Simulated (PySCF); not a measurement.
silicon monosulfide (SSi), singlet, geometry from GFN2-xTB. Base run: M062X/def2-SVP (PySCF).

The PySCF input:
```python
from pyscf import gto, scf, dft

mol = gto.Mole()
mol.atom = '''
    Si   -0.000000   -0.000000   -1.066604
    S     0.000000    0.000000    0.933278
'''
mol.basis = 'def2-svp'
mol.charge = 0
mol.spin = 0
mol.verbose = 4
mol.build()

mf = dft.RKS(mol)
mf.xc = 'm062x'
mf.kernel()
mf.analyze()
```

The base run was repeated with changes; each row names its change, and settings that it needs were set with it.

```tsv
change	ΔE vs base (mEh)	fitting functions	dipole (D)
base	0.000	-	2.03
auxbasis = even-tempered beta=1.6	0.012	487	2.03
auxbasis = cc-pvtz-jkfit	-0.001	242	2.03
auxbasis = cc-pvdz-jkfit	0.119	224	2.03
auxbasis = def2-universal-jfit	2263.6	102	2.07
auxbasis = even-tempered beta=3.0	-0.718	220	2.03
auxbasis = def2-tzvp-ri	[?]	[?]	2.03
auxbasis = cc-pvtz-ri	[?]	[?]	2.03
only_dfj = on; auxbasis = def2-universal-jfit	[?]	102	2.03
auxbasis = autoaux	0.139	308	2.03
```

Question: Fill in the missing entries.

Answer: 
- auxbasis = def2-tzvp-ri, ΔE vs base (mEh): -17.241
- auxbasis = def2-tzvp-ri, fitting functions: 226
- auxbasis = cc-pvtz-ri, ΔE vs base (mEh): -9.272
- auxbasis = cc-pvtz-ri, fitting functions: 244
- only_dfj = on; auxbasis = def2-universal-jfit, ΔE vs base (mEh): -0.076

A fitting set is made for a task (jfit for Coulomb, jkfit for Coulomb and exchange, ri for correlation) and for a family of orbital bases.
